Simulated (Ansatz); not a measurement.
Isolated molecules relaxed with PBE0-D4/def2-TZVP in Ansatz; ΔE leaves out vibrations. CCSD(T)/CBS is the MP2 limit (def2-TZVPP, def2-QZVPP) plus CCSD(T) − MP2 in def2-TZVPP, frozen cores. This one scheme is used for every species. DFT in def2-TZVPP. B3LYP here is the variant with VWN-RPA as its local correlation; programs differ in this. For Zn outer-core shells are correlated without core-valence functions, which leaves a few kJ/mol of doubt a bond. Scalar relativity is left out up to krypton. Each species was taken in one conformer, which may not be the lowest.

`C[CH](C)[Zn][NH2]` + H₂ → `C[CH2][Zn][NH2]` + CH₄  (hydrogenolysis of a C–C bond)

```
             level  ΔE (kJ/mol)  difference from CCSD(T)/CBS
            B97M-V        -84.4                         -8.2
          B3LYP-D4        -80.0                         -3.8
               PBE        -81.0                         -4.8
              BLYP        -89.1                        -12.9
              PBE0        -83.9                         -7.7
             B3LYP        -90.0                        -13.8
           r2SCAN0        -82.6                         -6.4
         CAM-B3LYP        -88.3                        -12.1
     CCSD/def2-SVP        -78.6                         -2.4
  CCSD(T)/def2-SVP        -74.5                          1.7
SCS-MP2/def2-TZVPP        -76.9                         -0.7
   CCSD/def2-TZVPP        -81.3                         -5.1
CCSD(T)/def2-TZVPP        -76.7                         -0.5
    MP2/def2-QZVPP        -72.5                          3.7
SCS-MP2/def2-QZVPP        -76.8                         -0.6
     MP2/CBS(def2)        -72.3                          3.9
       CCSD(T)/CBS        -76.2                            0
```

Largest T1 diagnostic among the species: 0.014.

From BLYP to BHLYP (50 % exact exchange), in def2-TZVPP and without D4, ΔE moves by −3.2 kJ/mol. Leaving LDA and LC-ωPBE aside and taking each functional with its dispersion term where it has one, the values, not all of them listed here, spread over 16.3 kJ/mol, from BHLYP-D4 to revPBE-D4. LDA lies +10.0 kJ/mol from PBE without D4. The D4 term adds +10.0 kJ/mol with B3LYP and +5.5 kJ/mol with PBE0; it sums over pairs of atoms, weighted by their polarisabilities, and B3LYP, whose exchange is more repulsive, gets the larger term.

CCSD(T)/CBS has its own doubt, a few kJ/mol and more with outer-core shells, so smaller differences from it don't rank the levels.
